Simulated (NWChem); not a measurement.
System: C2H3Br; SMILES BrC=C

Here is an NWChem input.

```
start job
memory heap 200 mb stack 900 mb global 1100 mb
geometry units angstroms noautoz
  C     -0.336569     2.099832     0.000000
  C      0.517756     1.084871     0.000000
  Br    -0.028055    -0.747324     0.000000
  H     -1.412880     1.963338     0.000000
  H      0.044207     3.118129     0.000000
  H      1.596196     1.190304     0.000000
end
basis spherical
  * library aug-cc-pvdz
end
dft
  xc hfexch
  iterations 150
  vectors input atomic output neutral.movecs
end
task dft energy
charge 1
dft
  odft
  mult 2
  vectors input atomic output cation.movecs
end
task dft energy
charge -1
dft
  odft
  mult 2
  vectors input atomic output anion.movecs
end
task dft energy
```

NWChem printed, in part:

```
             Northwest Computational Chemistry Package (NWChem) 7.3.0
             --------------------------------------------------------

 CS  symmetry detected

                             Geometry "geometry" -> ""
                             -------------------------

 Output coordinates in angstroms (scale by  1.889725989 to convert to a.u.)

  No.       Tag          Charge          X              Y              Z
 ---- ---------------- ---------- -------------- -------------- --------------
    1 C                    6.0000    -0.32884694     2.11764156     0.00000000
    2 C                    6.0000     0.51856425     1.09690098     0.00000000
    3 Br                  35.0000    -0.03967932    -0.73154433     0.00000000
    4 H                    1.0000    -1.40606024     1.98846154     0.00000000
    5 H                    1.0000     0.05883705     3.13332865     0.00000000
    6 H                    1.0000     1.59769552     1.19500626     0.00000000

 Effective nuclear repulsion energy (a.u.)     143.4423506627

      Symmetry information
      --------------------

 Group name             Cs
 Group number              2
 Group order               2
 No. of unique centers     6

  xc_inp: hfexch multiplicative factor not found.

                                 NWChem DFT Module
                                 -----------------

 Summary of "ao basis" -> "ao basis" (spherical)
 ------------------------------------------------------------------------------
       Tag                 Description            Shells   Functions and Types
 ---------------- ------------------------------  ------  ---------------------
 C                        aug-cc-pvdz                9       23   4s3p2d
 Br                       aug-cc-pvdz               14       36   6s5p3d
 H                        aug-cc-pvdz                5        9   3s2p

      Symmetry analysis of basis
      --------------------------

        a'         78
        a"         31

            General Information
            -------------------
          SCF calculation type: DFT
          Wavefunction type:  closed shell.
          No. of atoms     :     6
          No. of electrons :    50
           Alpha electrons :    25
            Beta electrons :    25
          Charge           :     0
          Spin multiplicity:     1
          Use of symmetry is: on ; symmetry adaption is: on
          Maximum number of iterations: 150
          AO basis - number of functions:   109
                     number of shells:    47
          Convergence on energy requested:  1.00D-06
          Convergence on density requested:  1.00D-05
          Convergence on gradient requested:  5.00D-04

              XC Information
              --------------
                     Hartree-Fock (Exact) Exchange  1.000

      Superposition of Atomic Density Guess
      -------------------------------------

 Sum of atomic energies:       -2649.20615152

      Non-variational initial energy
      ------------------------------

 Total energy =   -2650.490970
 1-e energy   =   -3968.659166
 2-e energy   =    1174.725846
 HOMO         =      -0.303835
 LUMO         =       0.005447

      Symmetry analysis of molecular orbitals - initial
      -------------------------------------------------

  Numbering of irreducible representations:

     1 a'          2 a"

  Orbital symmetries:

     1 a'          2 a'          3 a'          4 a'          5 a"
     6 a'          7 a'          8 a'          9 a'         10 a'
    11 a"         12 a'         13 a'         14 a"         15 a'
    16 a"         17 a'         18 a'         19 a'         20 a'
    21 a'         22 a"         23 a'         24 a'         25 a"
    26 a"         27 a'         28 a'         29 a'         30 a'
    31 a'         32 a"         33 a'         34 a"         35 a'

   convergence    iter        energy       DeltaE   RMS-Dens  Diis-err
 ---------------- ----- ----------------- --------- --------- ---------
 d= 0,ls=0.0,diis     1  -2649.8116134439 -2.79D+03  6.39D-03  1.91D-01
 d= 0,ls=0.0,diis     2  -2649.8415697937 -3.00D-02  2.52D-03  4.96D-02
 d= 0,ls=0.0,diis     3  -2649.8479406454 -6.37D-03  1.42D-03  4.36D-03
 d= 0,ls=0.0,diis     4  -2649.8489871072 -1.05D-03  2.76D-04  1.68D-04
 d= 0,ls=0.0,diis     5  -2649.8490435018 -5.64D-05  1.08D-04  2.09D-05
  Resetting Diis
 d= 0,ls=0.0,diis     6  -2649.8490524616 -8.96D-06  3.68D-05  2.03D-06
 d= 0,ls=0.0,diis     7  -2649.8490532360 -7.74D-07  4.51D-06  9.36D-08

         Total DFT energy =    -2649.849053235985
      One electron energy =    -3971.163653460279
           Coulomb energy =     1278.865478359228
    Exchange-Corr. energy =     -100.993228797672
 Nuclear repulsion energy =      143.442350662738

 Numeric. integr. density =        0.000000000000

                  Occupations of the irreducible representations
                  ----------------------------------------------

                     irrep           alpha         beta
                     --------     --------     --------
                     a'               19.0         19.0
                     a"                6.0          6.0

                       DFT Final Molecular Orbital Analysis
                       ------------------------------------

 Vector   23  Occ=2.000000D+00  E=-4.724036D-01  Symmetry=a"
              MO Center=  8.5D-02,  3.0D-01, -1.4D-16, r^2= 2.5D+00
   Bfn.  Coefficient  Atom+Function         Bfn.  Coefficient  Atom+Function
  ----- ------------  ---------------      ----- ------------  ---------------
    61      0.393662  3 Br pz                64      0.347900  3 Br pz
    30      0.294857  2 C  pz                 7      0.217233  1 C  pz
    33      0.192510  2 C  pz                10      0.132358  1 C  pz
    74      0.028493  3 Br d -1

 Vector   24  Occ=2.000000D+00  E=-4.166281D-01  Symmetry=a'
              MO Center= -1.0D-02, -6.4D-01,  1.2D-16, r^2= 1.7D+00
   Bfn.  Coefficient  Atom+Function         Bfn.  Coefficient  Atom+Function
  ----- ------------  ---------------      ----- ------------  ---------------
    59      0.523024  3 Br px                62      0.500715  3 Br px
    60     -0.144135  3 Br py                63     -0.144544  3 Br py
   102     -0.105110  6 H  s                101     -0.098164  6 H  s
     9     -0.092801  1 C  py                28     -0.091142  2 C  px
     6     -0.066286  1 C  py                 3      0.051940  1 C  s

 Vector   25  Occ=2.000000D+00  E=-3.668816D-01  Symmetry=a"
              MO Center= -3.6D-03,  6.1D-01,  3.8D-16, r^2= 3.1D+00
   Bfn.  Coefficient  Atom+Function         Bfn.  Coefficient  Atom+Function
  ----- ------------  ---------------      ----- ------------  ---------------
    64      0.398237  3 Br pz                61      0.380592  3 Br pz
     7     -0.320936  1 C  pz                30     -0.284218  2 C  pz
    10     -0.219977  1 C  pz                33     -0.204547  2 C  pz
    67      0.053476  3 Br pz                38     -0.029943  2 C  d -1
    13     -0.028279  1 C  pz                36     -0.027318  2 C  pz

 Vector   26  Occ=0.000000D+00  E= 3.589333D-02  Symmetry=a'
              MO Center=  1.1D+00,  3.1D+00, -3.5D-14, r^2= 1.6D+01
   Bfn.  Coefficient  Atom+Function         Bfn.  Coefficient  Atom+Function
  ----- ------------  ---------------      ----- ------------  ---------------
     4      4.894679  1 C  s                103     -2.006715  6 H  s
    94     -1.796199  5 H  s                 34      1.459954  2 C  px
    27     -1.365499  2 C  s                 93     -1.001586  5 H  s
    52      0.682848  3 Br s                 84     -0.665852  4 H  s
   102     -0.534166  6 H  s                 26      0.519890  2 C  s

 Vector   27  Occ=0.000000D+00  E= 4.824821D-02  Symmetry=a'
              MO Center=  3.3D-02,  1.9D+00,  6.5D-17, r^2= 2.2D+01
   Bfn.  Coefficient  Atom+Function         Bfn.  Coefficient  Atom+Function
  ----- ------------  ---------------      ----- ------------  ---------------
   103      4.135352  6 H  s                 85     -2.958177  4 H  s
    34     -2.119822  2 C  px                 4     -1.439740  1 C  s
    94     -1.323647  5 H  s                 11     -1.252370  1 C  px
    35      1.113408  2 C  py                27      1.078912  2 C  s
    12      1.060503  1 C  py               102      0.989807  6 H  s

 Vector   28  Occ=0.000000D+00  E= 5.572228D-02  Symmetry=a'
              MO Center= -2.8D-01,  2.2D+00, -8.9D-15, r^2= 2.4D+01
   Bfn.  Coefficient  Atom+Function         Bfn.  Coefficient  Atom+Function
  ----- ------------  ---------------      ----- ------------  ---------------
    94      6.048318  5 H  s                 85     -4.345834  4 H  s
   103     -3.475446  6 H  s                 12     -3.172964  1 C  py
    34      2.929076  2 C  px                 4      2.707808  1 C  s
    11     -2.201357  1 C  px                27     -2.070530  2 C  s
    52      1.624891  3 Br s                 84     -1.330110  4 H  s

     Multipole analysis of the density
     ---------------------------------

     L   x y z        total         alpha         beta         nuclear
     -   - - -        -----         -----         ----         -------
     0   0 0 0     -0.000000    -25.000000    -25.000000     50.000000

     1   1 0 0      0.129516      0.064758      0.064758      0.000000
     1   0 1 0      0.710439      0.355219      0.355219     -0.000000
     1   0 0 1      0.000000      0.000000      0.000000      0.000000

     2   2 0 0    -21.726780    -23.095176    -23.095176     24.463572
     2   1 1 0      0.349655      0.981408      0.981408     -1.613161
     2   1 0 1     -0.000000     -0.000000     -0.000000      0.000000
     2   0 2 0    -20.187332   -131.609578   -131.609578    243.031824
     2   0 1 1      0.000000      0.000000      0.000000      0.000000
     2   0 0 2    -25.165735    -12.582867    -12.582867      0.000000

                                 NWChem DFT Module
                                 -----------------

      Symmetry analysis of basis
      --------------------------

        a'         78
        a"         31

            General Information
            -------------------
          SCF calculation type: DFT
          Wavefunction type:  spin polarized.
          No. of atoms     :     6
          No. of electrons :    49
           Alpha electrons :    25
            Beta electrons :    24
          Charge           :     1
          Spin multiplicity:     2
          Use of symmetry is: on ; symmetry adaption is: on
          Maximum number of iterations: 150
          AO basis - number of functions:   109
                     number of shells:    47
          Convergence on energy requested:  1.00D-06
          Convergence on density requested:  1.00D-05
          Convergence on gradient requested:  5.00D-04

              XC Information
              --------------
                     Hartree-Fock (Exact) Exchange  1.000

      Superposition of Atomic Density Guess
      -------------------------------------

 Sum of atomic energies:       -2649.20615152

 Renormalizing density from      50.00 to     49

      Non-variational initial energy
      ------------------------------

 Total energy =   -2617.636930
 1-e energy   =   -3889.285983
 2-e energy   =    1128.206702
 HOMO         =      -0.607938
 LUMO         =      -0.331847

   Symmetry analysis of molecular orbitals - initial alpha
   -------------------------------------------------------

  Numbering of irreducible representations:

     1 a'          2 a"

  Orbital symmetries:

     1 a'          2 a'          3 a'          4 a'          5 a"
     6 a'          7 a'          8 a'          9 a'         10 a'
    11 a"         12 a'         13 a'         14 a"         15 a'
    16 a"         17 a'         18 a'         19 a'         20 a'
    21 a'         22 a"         23 a'         24 a'         25 a"
    26 a'         27 a"         28 a'         29 a'         30 a'
    31 a"         32 a'         33 a'         34 a'         35 a"

   Symmetry analysis of molecular orbitals - initial beta
   ------------------------------------------------------

  Numbering of irreducible representations:

     1 a'          2 a"

  Orbital symmetries:

     1 a'          2 a'          3 a'          4 a'          5 a"
     6 a'          7 a'          8 a'          9 a'         10 a'
    11 a"         12 a'         13 a'         14 a"         15 a'
    16 a"         17 a'         18 a'         19 a'         20 a'
    21 a'         22 a"         23 a'         24 a'         25 a"
    26 a'         27 a"         28 a'         29 a'         30 a'
    31 a"         32 a'         33 a'         34 a'         35 a"

   convergence    iter        energy       DeltaE   RMS-Dens  Diis-err
 ---------------- ----- ----------------- --------- --------- ---------
 d= 0,ls=0.0,diis     1  -2649.2015520289 -2.79D+03  9.80D-03  7.06D-01
                                                     9.64D-03  7.12D-01
 d= 0,ls=0.0,diis     2  -2649.3970183377 -1.95D-01  4.44D-03  2.44D-01
                                                     4.54D-03  2.24D-01
 d= 0,ls=0.0,diis     3  -2649.5132016664 -1.16D-01  7.74D-04  7.30D-03
                                                     9.25D-04  7.51D-03
 d= 0,ls=0.0,diis     4  -2649.5186647520 -5.46D-03  4.48D-04  7.81D-04
                                                     7.26D-04  5.59D-04
 d= 0,ls=0.0,diis     5  -2649.5196046594 -9.40D-04  1.62D-04  8.44D-05
                                                     2.32D-04  9.09D-05
  Resetting Diis
 d= 0,ls=0.0,diis     6  -2649.5197681858 -1.64D-04  1.50D-04  3.29D-05
                                                     1.43D-04  1.07D-05
 d= 0,ls=0.0,diis     7  -2649.5198359857 -6.78D-05  3.47D-05  5.99D-06
                                                     3.47D-05  5.94D-06
 d= 0,ls=0.0,diis     8  -2649.5198470283 -1.10D-05  4.06D-05  3.67D-06
                                                     3.78D-05  1.84D-06
 d= 0,ls=0.0,diis     9  -2649.5198568529 -9.82D-06  4.96D-05  1.40D-06
                                                     4.79D-05  1.72D-06
 d= 0,ls=0.0,diis    10  -2649.5198627255 -5.87D-06  1.08D-05  6.56D-08
                                                     1.12D-05  1.73D-07
 d= 0,ls=0.0,diis    11  -2649.5198633260 -6.00D-07  5.43D-06  4.74D-08
                                                     6.30D-06  9.45D-08

         Total DFT energy =    -2649.519863325985
      One electron energy =    -3958.087644650415
           Coulomb energy =     1265.857682005475
    Exchange-Corr. energy =     -100.732251343782
 Nuclear repulsion energy =      143.442350662738

 Numeric. integr. density =        0.000000000000

                  Occupations of the irreducible representations
                  ----------------------------------------------

                     irrep           alpha         beta
                     --------     --------     --------
                     a'               19.0         19.0
                     a"                6.0          5.0

                    DFT Final Alpha Molecular Orbital Analysis
                    ------------------------------------------

 Vector   23  Occ=1.000000D+00  E=-7.564905D-01  Symmetry=a'
              MO Center=  8.9D-02,  6.3D-01, -2.0D-15, r^2= 3.2D+00
   Bfn.  Coefficient  Atom+Function         Bfn.  Coefficient  Atom+Function
  ----- ------------  ---------------      ----- ------------  ---------------
    60     -0.356294  3 Br py                32      0.341871  2 C  py
    29      0.266156  2 C  py                51      0.234619  3 Br s
    92     -0.207191  5 H  s                 93     -0.204847  5 H  s
     6     -0.197585  1 C  py                84      0.196902  4 H  s
    28      0.195784  2 C  px               101      0.188666  6 H  s

[...]
```

Level: Hartree-Fock/aug-cc-pVDZ, vertical spin-unrestricted ions. Structure relaxed at the B3LYP/6-31G* (spherical d) level.
